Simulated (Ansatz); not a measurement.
Molecule: C3H8N, charge 1, multiplicity 1. It need not be the lowest isomer of its formula. SMILES: [NH3+]C1CC1
Geometry: optimised at B3LYP-D3(BJ)/def2-TZVP (Ansatz, a program for electronic structure).

Parts of the frozen-core correlation energy in 6-31G (Ansatz, hartree). Frozen orbitals: 4; correlated occupied orbitals by spin: 12 and 12; virtual: 36 and 36. Spin-orbit coupling is left out. No relativistic terms.

| term | value |
|---|---|
| reference (HF) | -172.37369 |
| MP2 opposite-spin | -0.29498 |
| MP2 same-spin | -0.08228 |
| CCSD correlation | -0.42140 |
| (T) | -0.00940 |
| T1 diagnostic | 0.007 |
| largest doubles amplitude | 0.048 |
